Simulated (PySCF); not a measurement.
# One molecule, several mistakes: AlBH4OSi

Calculated results; nothing here was measured. They come from PySCF 2.14.0, an open-source quantum chemistry program, on an isolated molecule that a program drew, which may never have been made. The molecule is AlBH4OSi (charge 0, singlet), drawn as the SMILES string `B[SiH2][O][Al]`.

Each row is a Hartree-Fock (HF) and frozen-core CCSD(T) single point in the cc-pV(D+d)Z basis, meant for a local HF minimum. Run 1 is clean. Each other run has one planted mistake out of seven kinds, and not every kind appears here: one electron removed, one electron added, multiplicity raised by two, geometry at a saddle point, minimal basis STO-3G, one bond length entered in bohr, all coordinates scaled. The reference is restricted for singlets and unrestricted otherwise, and also for a bond in bohr. Adding or removing an electron swaps singlet and doublet. Electrons count all cores. HOMO and LUMO are orbital energies over both spins, the gradient is its largest component, and the lowest frequency (negative if imaginary) is given only where the gradient is small. Bond lengths are over the 7 bonds as drawn. T1 is the CCSD diagnostic: over 0.02 (restricted) or 0.045 (unrestricted) a single reference is doubtful.

Geometry of the clean run:
```xyz
8
AlBH4OSi, angstrom
B    -0.7155   -2.1525   -1.2445
Si    0.3729   -1.5178    0.3514
O    -0.4724   -1.4818    1.7629
Al   -1.3095   -1.4301    3.2392
H    -1.8709   -2.4732   -1.1734
H    -0.1943   -2.2177   -2.3259
H     0.8927   -0.1564    0.0551
H     1.5490   -2.4148    0.5058
```

```
run,electrons,basis functions,<S^2>,HOMO (eV),LUMO (eV),gradient (hartree/bohr),lowest frequency (cm^-1),mean bond (Å),longest bond (Å),T1,HF (hartree),CCSD(T) (hartree),mistake
1,44,94,0.000,-8.67,1.46,1.2e-05,75,1.5364,2.033,0.0152,-632.79764,-633.26439,no fault
2,44,94,0.000,-8.61,1.48,1.5e-02,-,1.5087,1.997,0.0147,-632.79512,-633.25983,all coordinates scaled
3,44,94,2.013,-7.61,-1.12,4.7e-02,-,1.5364,2.033,0.0204,-632.68407,-633.14460,multiplicity raised by two
4,45,94,0.760,-0.53,4.68,6.0e-02,-,1.5364,2.033,0.0179,-632.77843,-633.26621,?
```

**Which mistake was planted in run 4, and what did it cost?**

It counts 45 electrons, one more than the clean run, at the same geometry and basis. So the mistake is: one electron added. Subtracting run 1 and multiplying by 627.51 kcal/mol a hartree, the energy moved by 12.1 kcal/mol in HF and -1.1 kcal/mol in CCSD(T).

